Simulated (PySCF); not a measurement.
Isomers of C6H8O, mass 96.058 u with the commonest isotopes. The calculation used PBE0-D3(BJ)/def2-SVP geometry optimisation, gas phase (PySCF). One conformer each, none proved a minimum here; rigid rotors.

Question: Order these by rotational constant B, largest first.
A. `[CH:1]#[C:2][C:3](=[CH2:4])[O:5][CH2:6][CH3:7]` with C2–C3–O5–C6 180°, C3–O5–C6–C7 180°
B. `[CH2:1]=[CH:2]/[CH:3]=[CH:4]/[C:5]([CH3:6])=[O:7]` with C1–C2–C3–C4 180°, C3–C4–C5–C6 180°
C. `[CH:1]#[C:2]/[CH:3]=[CH:4]/[CH2:5][O:6][CH3:7]` with C3–C4–C5–O6 1°, C4–C5–O6–C7 -179°

Answer: A (1495 MHz), B (1156 MHz), C (1023 MHz).

Question: Order these by rotational constant A, largest first.
A. `[CH2:1]=[CH:2]/[CH:3]=[CH:4]/[C:5]([CH3:6])=[O:7]` with C1–C2–C3–C4 180°, C3–C4–C5–C6 180°
B. `[CH:1]#[C:2][C:3](=[CH2:4])[O:5][CH2:6][CH3:7]` with C2–C3–O5–C6 180°, C3–O5–C6–C7 180°
C. `[CH:1]#[C:2]/[CH:3]=[CH:4]/[CH2:5][O:6][CH3:7]` with C3–C4–C5–O6 1°, C4–C5–O6–C7 -179°

Answer: C (12230 MHz), A (8816 MHz), B (5875 MHz).

Question: Order these by radius of gyration √(Σ m r²/M), smallest first.
A. `[CH:1]#[C:2][C:3](=[CH2:4])[O:5][CH2:6][CH3:7]` with C2–C3–O5–C6 180°, C3–O5–C6–C7 180°
B. `[CH2:1]=[CH:2]/[CH:3]=[CH:4]/[C:5]([CH3:6])=[O:7]` with C1–C2–C3–C4 180°, C3–C4–C5–C6 180°
C. `[CH:1]#[C:2]/[CH:3]=[CH:4]/[CH2:5][O:6][CH3:7]` with C3–C4–C5–O6 1°, C4–C5–O6–C7 -179°

Answer: A (2.093 Å), B (2.265 Å), C (2.354 Å).

| SMILES | point group | Ia (u·Å²) | Ib (u·Å²) | Ic (u·Å²) | κ | μa (D) | μb (D) | μc (D) |
| --- | --- | --- | --- | --- | --- | --- | --- | --- |
| C#CC(=C)OCC | Cs | 86.02 | 338.10 | 417.73 | -0.88 | 1.03 | 0.59 | 0.00 |
| C=C/C=C/C(C)=O | Cs | 57.32 | 437.09 | 491.25 | -0.97 | 1.31 | 2.52 | 0.00 |
| C#C/C=C/COC | Cs | 41.32 | 493.96 | 528.88 | -0.99 | 1.91 | 1.10 | 0.03 |
